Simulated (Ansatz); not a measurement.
Ideal-gas functions of `CC[Se]` radical at 500 K and 1 bar, from an Ansatz frequency run at PBE0-D4/def2-TZVP.

Molar mass 108.02 g/mol, point group Cs (symmetry number 1), electronic degeneracy 2, moments of inertia 15.904, 136.657, 146.352 u Å². Harmonic wavenumbers (cm⁻¹, unscaled): 227, 284, 523, 580, 906, 980, 1079, 1251, 1252, 1406, 1435, 1477, 1487, 3045, 3057, 3081, 3119, 3141.

Use S(trans) = R[1.5 ln M + 2.5 ln T − 1.1517]; rotational temperatures θ = 24.2544 K / I; S(rot) = R[ln(√π/σ · √(T³/θAθBθC)) + 1.5]; for each mode x = 1.438777 ν̃/T, S = R[x/(eˣ − 1) − ln(1 − e⁻ˣ)] and H = RT x/(eˣ − 1); 1 cm⁻¹ = 0.0119627 kJ/mol; R = 8.31446 J/(mol·K).

Task: By hand: the entropy, in J/(mol·K).

Result: Translation 178.0. Rotation: θ = 1.5251, 0.1775, 0.1657 K, giving 107.6. Vibration, mode by mode: 12.00, 10.22, 5.66, 4.96, 2.36, 2.00, 1.59, 1.07, 1.07, 0.75, 0.70, 0.63, 0.62, 0.01, 0.01, 0.01, 0.01, 0.01, in all 43.7. Electronic 5.8. Sum 335.1 J/(mol·K).

Task: By hand: H − E and G − E in kJ/mol, counted from the electronic energy.

Result: Zero-point energy ½ × 28330 × 0.0119627 = 169.5; thermal vibration 13.2; translation, rotation and pV give 4 RT = 16.6. H − E = 199.3 kJ/mol, and G − E = 199.3 − 500 × 335.1/1000 = 31.8 kJ/mol.

Vibration gives 13 % of the entropy.
